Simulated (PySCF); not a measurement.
dimethyl selenide (C2H6Se), SMILES C[Se]C. Heavy atoms are numbered as in [CH3:1][Se:2][CH3:3]. Hydrogens are named by the atom that carries them.

The structure is a stationary point at B3LYP-D3(BJ)/def2-TZVP.

These are PBE0/pcSseg-2 (PySCF) values and carry that method's errors.

GIAO shieldings, no solvent; atoms alike by connectivity are averaged. δ = σ(ref) − σ: ¹³C against TMS (σ = 186.1 ppm); ¹H against TMS (σ = 31.54 ppm), references at their B3LYP-D3(BJ)/def2-TZVP geometries, non-relativistic.

Task: Estimate the chemical shifts. (An estimate is asked for; the answer gives what the named calculation found.)

Result: 
```
nucleus     atoms  count  δ (ppm)
-------  --------  -----  -------
¹³C      C1 (CH3)      2     17.4
¹H        H on C1      6     1.83
```
